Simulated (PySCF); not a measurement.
# RuO₂⁺: one-bond stretch

These are results of UPBE0/[Ru def2-TZVP with ECP28, O def2-TZVP], scalar-relativistic core potentials, density fitting, no spin–orbit coupling, PySCF, not measurements.

Rigid scan from the doublet minimum (Ru–O 1.629 Å (×2); O–Ru–O 132.9°). Coordinate: the bond from Ru to the last atom (O) scaled, the rest fixed. Energies in kJ/mol from the minimum.

```tsv
scale of one bond	E (kJ/mol)	dipole size (D, about the centre of mass)	⟨S²⟩
0.92	60.1	2.85	0.76
0.96	13.3	2.80	0.76
1.00	0.0	2.81	0.76
1.05	15.4	2.85	0.78
1.12	65.2	2.80	0.95
1.20	128.1	2.70	1.20
1.35	235.6	2.48	1.66
1.55	319.1	–	2.12
1.80	350.0	–	2.18
2.20	371.0	–	2.22
```

Spin contamination is strong at 1.12, 1.20, 1.35, 1.55, 1.80, 2.20, so these points are less reliable.

With open d or f shells other occupations or spin states may lie lower.

Other isomers or separated fragments may lie lower.
